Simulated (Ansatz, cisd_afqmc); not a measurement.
Species: BeSiH₄, charge 0, singlet. BeSiH4 (SMILES [BeH][SiH3]).
B3LYP-D3(BJ)/def2-TZVP minimum from Ansatz (a program for electronic structure):
```
Si
H 1 1.4888
H 1 1.4888 2 106.68
H 1 1.4888 2 106.68 3 -113.74
Be 1 2.1841 2 112.13 3 123.13
H 5 1.3308 2 153.33 1 180.00
```

Total energies in def2-SVP, 10 correlated electrons, 6 frozen orbitals. Open shells are spin-unrestricted; no spin-orbit coupling. Cores are frozen in correlated methods. No relativity. AFQMC/CISD: phaseless, guided by CISD from CCSD amplitudes; bars are statistical, one sigma. Outlying blocks are dropped, and bars are widened where a walk drifts. Over all cases where full CI ran beside it in this data, AFQMC minus full CI had a median of +0.1 mEh and passed +0.4 mEh in a tenth of the cases.

| method | program | energy (Eh) | minus CCSDTQ (mEh) |
|---|---|---|---|
| HF | Ansatz | -305.75945 | 177.98 |
| MP2 | Ansatz | -305.89682 | 40.60 |
| CCSD | Ansatz | -305.93317 | 4.25 |
| CCSD(T) | Ansatz | -305.93650 | 0.92 |
| CCSDT(Q) | Ansatz | -305.93740 | 0.02 |
| CCSDTQ | Ansatz | -305.93742 | 0.00 |
| AFQMC/CISD | cisd_afqmc | -305.9375 ± 0.0002 | -0.1 ± 0.2 |

Rough core times of Ansatz's runs on a shared machine: CCSD(T) under 20 s, CCSDT(Q) under 20 s, CCSDTQ 7 min.
